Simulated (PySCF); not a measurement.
Stepwise substitution at one centre (Al NH2-SiH3). Isolated molecules, 0 K electronic values unless said otherwise. Strings in code marks are SMILES.

Quantity: redistribution energy (mixed species minus the weighted end members), in eV.

Case: 2 of 3 NH2 replaced by SiH3: `[NH2][Al]([SiH3])[SiH3]`. The other species in the difference include `[NH2][Al]([NH2])[NH2]` (neutral, multiplicity 1). Geometry of `[NH2][Al]([SiH3])[SiH3]` (neutral, multiplicity 1, Å):

```xyz
12

N      0.3112     2.0661    -0.2931
Al     0.0493     0.3284    -0.0470
Si    -2.2768    -0.4601    -0.0288
Si     2.0458    -1.0722     0.2454
H     -0.4203     2.7481    -0.4255
H      1.2137     2.5164    -0.3203
H     -3.2517     0.6394    -0.2626
H     -2.6264    -1.0905     1.2731
H     -2.5113    -1.4892    -1.0776
H      2.1279    -2.1274    -0.8007
H      2.0310    -1.7733     1.5580
H      3.3075    -0.2858     0.1792
```

### Question
What redistribution energy (mixed species minus the weighted end members) does PBE-D3(BJ)/def2-TZVP // B3LYP-D3(BJ)/def2-TZVP (PySCF) give?

### Answer
-0.157 eV.
